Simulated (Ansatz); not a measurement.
B₃H₅Se, SMILES `BBB[SeH]`, relaxed with RKS PBE0-D4/def2-TZVP in Ansatz from a PBE-D4/def2-SVP geometry. The force threshold is 0.005 eV/Å; the program also tests the step.

Charge 0, multiplicity 1.

Start:

```xyz
9

B     1.638   -0.434   -0.848
B     0.749   -0.018    0.456
B    -0.911   -0.021    0.512
Se   -1.985    1.477   -0.036
H     1.978   -1.578   -1.101
H     1.991    0.425   -1.643
H     1.339    0.287    1.487
H    -1.485   -1.020    0.908
H    -3.316    0.882    0.265
```

Question: How much energy does the relaxation release, and in how many steps? (Best estimate.)

Answer: Computed: 0.03 eV, in 6 steps, 1 of them rejected.

Question: Which bonds change most? (Best estimate.)

Answer: Computed: B3–H8 from 1.218 to 1.196 Å; B1–H6 from 1.223 to 1.201 Å; B1–H5 from 1.220 to 1.199 Å; B2–H7 from 1.227 to 1.206 Å.

Question: Give the relaxed structure. (An estimate is asked.)

Answer: The calculation gave: 
```xyz
9

B     1.629   -0.426   -0.846
B     0.740   -0.021    0.452
B    -0.905   -0.035    0.513
Se   -1.965    1.465   -0.025
H     1.972   -1.552   -1.074
H     1.971    0.411   -1.636
H     1.325    0.286    1.460
H    -1.485   -1.010    0.893
H    -3.283    0.882    0.264
```
